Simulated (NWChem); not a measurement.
# TiH3O3Br; SMILES [OH][Ti]([OH])([OH])[Br]

```xyz
8

Ti     0.0000     0.0000     0.7969
Br     0.0000     0.0000    -1.6021
O      1.6231    -0.4597     1.3857
H      2.3197     0.1083     1.7606
O     -1.2097    -1.1758     1.3857
H     -1.0660    -2.0630     1.7606
O     -0.4134     1.6355     1.3857
H     -1.2536     1.9547     1.7606
```
Atoms are numbered in this order, from 1.

Results from NWChem. Structure relaxed at the PBE-D3(BJ)/def2-SVP level. No frequency run checked for a minimum.

For level PBE0/pcseg-2:

* **orbital gap (eV)**: 6.09

Question: How do the values read with level PBE0/aug-pcseg-1 instead?

Answer: 
| Property | Value |
|---|---|
| orbital gap (eV) | 5.92 |
